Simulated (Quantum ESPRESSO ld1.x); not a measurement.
Question: These are the eigenvalues of the occupied orbitals of an atom or ion with whole-number occupations (eV). All-electron calculation, scalar-relativistic Kohn-Sham, LDA (Slater exchange, Perdew-Zunger correlation), spin-polarised, spherical densities, point nucleus. Program: ld1.x of Quantum ESPRESSO 7.5.

1s down: -57697.3
1s up: -57697.3
2s up: -10002.0
2s down: -10001.8
2p up: -8892.42
2p down: -8892.30
3s up: -2530.52
3s down: -2526.55
3p up: -2192.95
3p down: -2189.01
3d up: -1769.33
3d down: -1766.26
4s up: -785.787
4s down: -778.512
4p up: -672.196
4p down: -665.110
4d up: -519.824
4d down: -512.903
4f up: -349.391

Which element is it, and in what charge state? The configuration may be excited. Open shells, if any, are filled with parallel spins first.

Answer: Z = 68, erbium, charge +16: Er16+ in [Kr] 4d10 4f6. The list shows which subshells hold electrons but not how many an open one holds; the 1s level, -2120.3 hartree, gives Z - s = 65.1 by -(Z - s)^2/2, which with screening and relativity narrows Z to a few neighbours, and the depths of the outer levels then fix element, charge and occupations together.
